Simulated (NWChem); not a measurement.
System: C$_{4}$H$_{2}$N$_{2}$; SMILES C#C/C=N/C#N

The following NWChem deck was run.

```
start job
memory heap 200 mb stack 900 mb global 1100 mb
geometry units angstroms noautosym nocenter noautoz
  C      0.219218     2.965017     0.000000
  C     -0.041255     1.780167     0.000000
  C     -0.424310     0.411603     0.000000
  N      0.447673    -0.531255     0.000000
  C      0.068958    -1.803999     0.000000
  N     -0.156798    -2.946474     0.000000
  H      0.468780     4.011612     0.000000
  H     -1.509395     0.208366     0.000000
end
basis spherical
  * library pcsseg-1
end
dft
  xc bhlyp
  iterations 150
end
property
  shielding
  efieldgrad
end
task dft property
```

Parts of the log:

```
             Northwest Computational Chemistry Package (NWChem) 7.3.0
             --------------------------------------------------------

                             Geometry "geometry" -> ""
                             -------------------------

 Output coordinates in angstroms (scale by  1.889725989 to convert to a.u.)

  No.       Tag          Charge          X              Y              Z
 ---- ---------------- ---------- -------------- -------------- --------------
    1 C                    6.0000     0.21921800     2.96501700     0.00000000
    2 C                    6.0000    -0.04125500     1.78016700     0.00000000
    3 C                    6.0000    -0.42431000     0.41160300     0.00000000
    4 N                    7.0000     0.44767300    -0.53125500     0.00000000
    5 C                    6.0000     0.06895800    -1.80399900     0.00000000
    6 N                    7.0000    -0.15679800    -2.94647400     0.00000000
    7 H                    1.0000     0.46878000     4.01161200     0.00000000
    8 H                    1.0000    -1.50939500     0.20836600     0.00000000

 Effective nuclear repulsion energy (a.u.)     165.0117731479

                              NWChem Property Module
                              ----------------------

  itol2e modified to match energy
  convergence criterion.

                                 NWChem DFT Module
                                 -----------------

 Summary of "ao basis" -> "ao basis" (spherical)
 ------------------------------------------------------------------------------
       Tag                 Description            Shells   Functions and Types
 ---------------- ------------------------------  ------  ---------------------
 C                          pcsseg-1                 7       17   3s3p1d
 N                          pcsseg-1                 7       17   3s3p1d
 H                          pcsseg-1                 3        5   2s1p

  itol2e modified to match energy
  convergence criterion.

            General Information
            -------------------
          SCF calculation type: DFT
          Wavefunction type:  closed shell.
          No. of atoms     :     8
          No. of electrons :    40
           Alpha electrons :    20
            Beta electrons :    20
          Charge           :     0
          Spin multiplicity:     1
          Use of symmetry is: off; symmetry adaption is: off
          Maximum number of iterations: 150
          AO basis - number of functions:   112
                     number of shells:    48
          Convergence on energy requested:  1.00D-07
          Convergence on density requested:  1.00D-05
          Convergence on gradient requested:  5.00D-04

              XC Information
              --------------
                        BHLYP Method XC Functional
                     Hartree-Fock (Exact) Exchange  0.500
                        Slater Exchange Functional  0.500 local
                    Becke 1988 Exchange Functional  0.500 non-local
              Lee-Yang-Parr Correlation Functional  1.000

             Grid Information
             ----------------
          Grid used for XC integration:  fine
          Radial quadrature: Mura-Knowles
          Angular quadrature: Lebedev.
          Tag              B.-S. Rad. Rad. Pts. Rad. Cut. Ang. Pts.
          ---              ---------- --------- --------- ---------
          C                   0.70       70          14.0       590
          N                   0.65       70          16.0       590
          H                   0.35       60          14.0       590
          Grid pruning is: on
          Number of quadrature shells:   540
          Spatial weights used:  Erf1

      Superposition of Atomic Density Guess
      -------------------------------------

 Sum of atomic energies:        -260.18321637

      Non-variational initial energy
      ------------------------------

[...]

          -----------------------------------------
          Chemical Shielding Tensors (GIAO, in ppm)
          -----------------------------------------

                                NWChem CPHF Module
                                ------------------

  scftype          =     RHF
  nclosed          =       20
  nopen            =        0
  variables        =     1840
  # of vectors     =        3
  tolerance        = 0.10D-03
  level shift      = 0.00D+00
  max iterations   =       50
  max subspace     =       30

 SCF residual:    1.9520676241383672E-004

Iterative solution of linear equations
  No. of variables     1840
  No. of equations        3
  Maximum subspace       30
        Iterations       50
       Convergence  1.0D-04

   iter   nsub   residual    time
   ----  ------  --------  ---------
     1      3    1.15D+00      21.4
     2      6    1.34D-01      22.9
     3      9    1.86D-02      24.4
     4     12    5.82D-03      26.0
     5     15    1.11D-03      27.5
     6     18    1.04D-04      29.0
     7     21    1.70D-05      30.5

      Atom:    1  C
        Diamagnetic
    248.4448      7.3447      0.0000
      7.3447    278.6946      0.0000
      0.0000      0.0000    247.7978

        Paramagnetic
   -215.8937     32.6634     -0.0000
     32.6634   -112.9205     -0.0000
     -0.0000     -0.0000   -214.8807

        Total Shielding Tensor
     32.5512     40.0081     -0.0000
     40.0081    165.7741      0.0000
     -0.0000      0.0000     32.9171

           isotropic =      77.0808
          anisotropy =     149.6771

          Principal Components and Axis System
                 1           2           3
              176.8655     32.9171     21.4597

      1         0.2672     -0.0000      0.9637
      2         0.9637      0.0000     -0.2672
      3         0.0000      1.0000      0.0000

      Atom:    2  C
        Diamagnetic
    237.4390     10.8035      0.0000
     10.8035    285.4779      0.0000
      0.0000      0.0000    234.2061

        Paramagnetic
   -218.3142     53.9511      0.0000
     53.9511      4.9141     -0.0000
      0.0000     -0.0000   -227.4567

        Total Shielding Tensor
     19.1248     64.7545      0.0000
     64.7545    290.3920     -0.0000
      0.0000     -0.0000      6.7494

           isotropic =     105.4220
          anisotropy =     299.4522

          Principal Components and Axis System
                 1           2           3
              305.0568      6.7494      4.4600

      1         0.2209      0.0000      0.9753
      2         0.9753     -0.0000     -0.2209
      3        -0.0000      1.0000     -0.0000

      Atom:    3  C
        Diamagnetic
    259.0721     -7.7176      0.0000
     -7.7176    270.1956      0.0000
      0.0000      0.0000    243.0102

        Paramagnetic
   -277.7485    -53.8656     -0.0000
    -53.8656   -348.2630     -0.0000
     -0.0000     -0.0000   -111.2923

        Total Shielding Tensor
    -18.6764    -61.5832     -0.0000
    -61.5832    -78.0674     -0.0000
     -0.0000     -0.0000    131.7179

           isotropic =      11.6580
          anisotropy =     180.0898

          Principal Components and Axis System
                 1           2           3
              131.7179   -116.7408     19.9970

      1        -0.0000      0.5318      0.8469
      2         0.0000      0.8469     -0.5318
      3         1.0000      0.0000      0.0000

      Atom:    4  N
        Diamagnetic
    322.8800     -9.7602     -0.0000
     -9.7602    349.9544     -0.0000
     -0.0000     -0.0000    320.6998

        Paramagnetic
   -371.4438    -24.8522     -0.0000
    -24.8522   -821.9053     -0.0000
     -0.0000     -0.0000    -93.9378

        Total Shielding Tensor
    -48.5639    -34.6124     -0.0000
    -34.6124   -471.9509     -0.0000
     -0.0000     -0.0000    226.7620

           isotropic =     -97.9176
          anisotropy =    -565.2664

          Principal Components and Axis System
                 1           2           3
             -474.7619    226.7620    -45.7529

      1         0.0809     -0.0000      0.9967
      2         0.9967     -0.0000     -0.0809
      3         0.0000      1.0000      0.0000

      Atom:    5  C
        Diamagnetic
    243.6920      8.9370     -0.0000
      8.9370    287.2054     -0.0000
     -0.0000     -0.0000    240.8583

        Paramagnetic
   -285.2046     52.2657     -0.0000
     52.2657     22.1869     -0.0000
     -0.0000     -0.0000   -300.7628

        Total Shielding Tensor
    -41.5127     61.2027     -0.0000
     61.2027    309.3923     -0.0000
     -0.0000     -0.0000    -59.9046

           isotropic =      69.3250
          anisotropy =     375.6533

          Principal Components and Axis System
                 1           2           3
              319.7606    -59.9046    -51.8809

      1         0.1670      0.0000      0.9860
      2         0.9860     -0.0000     -0.1670
      3        -0.0000      1.0000     -0.0000

      Atom:    6  N
        Diamagnetic
    332.8614      1.7939     -0.0000
      1.7939    343.2549     -0.0000
     -0.0000     -0.0000    333.4993

        Paramagnetic
   -476.4270     83.9531     -0.0000
     83.9531   -264.6764      0.0000
     -0.0000      0.0000   -446.6770

        Total Shielding Tensor
   -143.5656     85.7470     -0.0000
     85.7470     78.5785     -0.0000
     -0.0000     -0.0000   -113.1777

           isotropic =     -59.3883
          anisotropy =    -170.1371

          Principal Components and Axis System
                 1           2           3
             -172.8130   -113.1777    107.8259

      1         0.9465     -0.0000      0.3228
      2        -0.3228      0.0000      0.9465
      3         0.0000      1.0000     -0.0000

      Atom:    7  H
        Diamagnetic
     27.1398      3.0443      0.0000
      3.0443     39.7623      0.0000
      0.0000      0.0000     26.6488

[...]
```

Level: BHandHLYP/pcSseg-1, GIAO. Structure relaxed at the PBE0/def2-SVP level. NWChem prints the field gradient with the sign opposite to the second derivative of the potential. The printed shielding anisotropy is the first printed principal value minus the mean of the other two.
